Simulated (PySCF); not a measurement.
CH3Cl2OSb, SMILES C[O][Sb]([Cl])[Cl].

Geometry: PBE0-D3(BJ)/def2-SVP. The structure was generated by enumeration; whether it is a known compound was not checked. The def2 effective core potentials stand for the cores of Sb; spin–orbit coupling is left out. One conformer was computed; it need not be the lowest.

Method: PySCF with PBE/def2-TZVP.

Symmetry labels are those of the subgroup Cs that the program uses (full group Cs).

Computed valence orbital energies around the gap with their symmetry:
```
orbital  symmetry  energy (eV)
-------  --------  -----------
HOMO−7         A"        -9.70
HOMO−6         A'        -8.65
HOMO−5         A'        -8.22
HOMO−4         A"        -7.79
HOMO−3         A'        -7.63
HOMO−2         A"        -7.60
HOMO−1         A'        -7.29
HOMO           A"        -6.93
LUMO           A'        -2.48
LUMO+1         A"        -2.35
LUMO+2         A'        -1.65
LUMO+3         A'         1.09
```
